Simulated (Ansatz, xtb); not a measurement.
Breaking the Se4–H5 bond in GaH3Se (SMILES [GaH2][SeH]) (multiplicity 1 held, fragments rigid). Energies count from the point at 1.471 Å.
Geometry at that point (charge 0, multiplicity 1):
```xyz
5

Ga     0.27486     0.01122    -1.15295
H     -0.80376    -0.57602    -2.11692
H      1.66170     0.60371    -1.55588
Se    -0.30399    -0.02840     1.11359
H      0.95712     0.59005     1.55217
```

Restricted levels (R-, RO-) in cc, def2 and unpolarised 6-31G sets keep to the state of the molecule at rest. Active spaces are followed from a long bond inwards. Curves can end on different states.

Frozen-core correlation. Filled d and f shells under p-block atoms count as core.

Codes used: Ansatz (a first-principles code); xtb for the GFN methods. Values without a source in brackets are computed. The GFN methods have no spin term and hold the electronic entropy of 300 K.

Energies in eV.

```csv
R (Å),GFN2-xTB,R-SCS-MP2/cc-pVDZ,"CASSCF(4,3)/cc-pVDZ","SC-NEVPT2 on CASSCF(4,3)/cc-pVDZ","FIC-MRCISD+Q on CASSCF(4,3)/cc-pVDZ"
1.177,1.08,1.62,1.70,1.74,1.64
1.324,0.14,0.31,0.36,0.37,0.32
1.471,0.00,0.00,0.00,0.00,0.00
1.619,0.15,0.20,0.14,0.14,0.18
1.766,0.40,0.64,0.50,0.52,0.58
1.986,0.86,1.45,1.16,1.22,1.31
2.207,1.35,2.24,1.77,1.87,1.97
2.575,2.12,3.30,2.48,2.64,2.74
2.943,2.72,3.98,2.83,3.03,3.13
3.384,3.20,4.36,3.00,3.21,3.31
3.973,3.51,4.25,3.05,3.27,3.38
4.709,3.63,3.49,3.06,3.29,3.39
```

Doubts at one or more of the structures used: a restricted determinant that unrestricted orbitals would lower (R-SCS-MP2/cc-pVDZ); active orbitals that take no part (CASSCF(4,3)/cc-pVDZ, SC-NEVPT2 on CASSCF(4,3)/cc-pVDZ, FIC-MRCISD+Q on CASSCF(4,3)/cc-pVDZ).
